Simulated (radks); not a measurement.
Question: Excited configurations of the lead ion Pb+: one electron is placed in a higher orbital outside [Hg]. The ground configuration is [Hg] 6p1. All-electron calculation, scalar-relativistic Kohn-Sham, SCAN, spin-unpolarised, spherical densities, finite nucleus; meta-GGA in the generalised Kohn-Sham scheme; Fermi nuclear charge, rms radius 5.5012 fm. Program: a radial shooting solver on a logarithmic mesh with Libxc functionals. Excitation = E - E(ground); binding = E(ion) - E, where the ion is the core of charge +2; n* = 2/sqrt(2 binding) in atomic units, and the quantum defect is n - n*.

outer orbital  excitation (eV)  binding (eV)     n*  quantum defect  eigenvalue (eV)  <r> (bohr)
6d                       7.750         5.733  3.081           2.919           -4.094       5.577
6f                      11.237         2.245  4.923           1.077           -1.695       15.11
7s                       6.016         7.467  2.700           4.300           -5.967       5.644
7p                       7.906         5.577  3.124           3.876           -4.383       7.056
7d                      10.159         3.324  4.046           2.954           -2.537       10.92
7f                      11.896         1.587  5.856           1.144           -1.240       22.92

Estimate the row for 5f.

Answer: excitation (eV) 10.123; binding (eV) 3.360; n* 4.025; quantum defect 0.975; eigenvalue (eV) -2.355; <r> (bohr) 8.806. The Delta-SCF ionisation energy is 13.483 eV (NIST Atomic Spectra Database: 15.032 eV, measured). Self-interaction in the functional shifts the binding energies and quantum defects, so they are the method's values and not measured ones. Spin polarisation and multiplet splitting are left out, so open shells lie too high by an amount that depends on their filling. Spin-orbit splitting is averaged out at the scalar-relativistic level.

Beside tabulated values, note that spin-unpolarised runs miss the spin-polarisation part of the exchange energy of open shells, and scalar-relativistic runs lack spin-orbit coupling.
